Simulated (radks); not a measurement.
Values are calculated unless marked as measured or tabulated.
Question: These are the eigenvalues of the occupied orbitals of an atom or ion with whole-number occupations (eV). Level of theory: Dirac Kohn-Sham, exchange-only LDA, spin-unpolarised, spherical densities, point nucleus (a radial shooting solver on a logarithmic mesh with Libxc functionals).

orbital  eigenvalue
1s1/2     -13323.03
2s1/2     -1763.542
2p1/2     -1592.774
2p3/2     -1545.391
3s1/2     -266.9176
3p1/2     -207.4911
3p3/2     -200.4800
3d3/2      -97.1041
3d5/2      -95.9588
4s1/2      -37.8642
4p1/2      -24.0609
4p3/2      -23.3264
5p1/2       -5.0846

Which element is it, and in what charge state? The configuration may be excited. Open shells, if any, fill j = l - 1/2 first.

Answer: Z = 35, bromine, charge +1: Br+ in [Ar] 3d9 4s2 4p4 5p1. The list shows which subshells hold electrons but not how many an open one holds; the 1s level, -489.61 hartree, gives Z - s = 31.3 by -(Z - s)^2/2, which with screening and relativity narrows Z to a few neighbours, and the depths of the outer levels then fix element, charge and occupations together.
